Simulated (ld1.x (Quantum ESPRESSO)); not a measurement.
**silicon (Si): excitation energies, all-electron against PAW**

```
Element                 : silicon
Generator               : ld1.x (Quantum ESPRESSO) 7.5
Type                    : PAW
Functional              : PBEsol
Relativity              : non-relativistic
Frozen core             : [Ne]
Valence charge          : 4
Reference configuration : 3s2 3p1.5 (charge +0.5)
Partial waves           : 3s (bound): rcut 1.80, rcutus 2.05 bohr; 3s channel at -0.5 Ry: rcut 1.80, rcutus 2.05 bohr; 3p (bound): rcut 1.70, rcutus 2.25 bohr; 3p channel at 0.4 Ry: rcut 1.70, rcutus 2.25 bohr; 3d channel at 0.25 Ry: rcut 1.40, rcutus 2.90 bohr; 3d channel at 0.8 Ry: rcut 1.40, rcutus 2.90 bohr
Local potential         : all-electron potential smoothed inside 2.05 bohr (lloc = -2)
Core correction         : Bessel-smoothed model core, default radius (core density twice the valence density)
Augmentation charge     : PSQ, inside the norm-conserving radii
```

Energies are relative to the spin-unpolarised reference configuration 3s2 3p1.5; without spin polarisation the order of configurations can differ from experiment.

| valence configuration | charge | ΔE all-electron (eV) | error AE − PS (meV) |
| --- | --- | --- | --- |
| 3s2 3p2 | 0 | -2.914 | -0.1 |
| 3s2 3p1 | +1 | 4.810 | -0.4 |
| 3s2 3p0 | +2 | 20.786 | -7.7 |
| 3s1 3p0 | +3 | 54.615 | -56 |
| 3s1 3p3 | 0 | 3.824 | -0.4 |
| 3s2 3p2.3 | -0.3 | -3.839 | -0.1 |
| 3s1 3p2 | +1 | 12.157 | -1.9 |
